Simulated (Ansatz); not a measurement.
**Two structures, one formula**

Two relaxed structures of MgGaH3, singlet (PBE0-D4/def2-TZVP; forces vanish, vibrations not checked).

A:

```tsv
atom	x (Å)	y (Å)	z (Å)
Mg1	-0.0226	-1.0553	1.2679
Ga2	-0.1744	0.8225	-0.9109
H3	0.6150	-0.1230	-1.8901
H4	-1.7479	0.8147	-0.9183
H5	0.5966	1.9384	-0.1132
```

B:

```csv
atom,x (Å),y (Å),z (Å)
Mg1,0.4419,-1.3691,0.7193
Ga2,-0.2879,0.8929,-0.4686
H3,0.9122,-2.8271,1.4847
H4,-1.5788,1.0421,-1.3842
H5,0.5126,2.2612,-0.3512
```

Computed with Ansatz 0.2.0 (basis: def2-TZVPP); correlated methods freeze the cores. Filled d shells of the heavier atoms are correlated. The outer core shell of Li, Na, Mg and K is correlated. The def2 sets are not built for correlating such inner shells, so the correlated values are less sure here. B3LYP uses VWN-RPA correlation.

**Question.** Which structure is lower at CCSD(T), and by how much? (An estimate is asked for; the value comes from the calculation.)

**Answer.** By the calculation: A, by 21.4 kJ/mol (electronic energy, against the other). By their contacts, A is MgGaH₃ ([Mg][GaH3]) and B is MgGaH₃ ([MgH][GaH2]).

**Question.** Do the other methods give the same order? (Judge from chemistry; the calculation decides.)

**Answer.** Computed: Not all: HF gives the other order.

```
   method  E(B) − E(A) (kJ/mol)
   PBE-D4                  29.7
r2SCAN-D4                  15.1
  PBE0-D4                  22.4
 B3LYP-D4                  24.2
  wB97M-V                  24.0
       HF                  -3.3
      MP2                  20.7
     CCSD                  17.9
  CCSD(T)                  21.4
```

T1 diagnostic: at most 0.014. The restricted Hartree–Fock reference is unstable towards an unrestricted one at one or more of these structures.

Labels in which every atom is bracketed show which atoms are joined, not bond orders.

For scale, one of the runs: CCSD(T)/def2-TZVPP, 122 basis functions, launched by `ansatz run in.yaml --threads 2 --pin off --events-out ev --progress --plain --max-ram 4352MiB`. Hardware: 2 CPU threads of an Arm Neoverse V1, shared host. Wall time about 12 s.
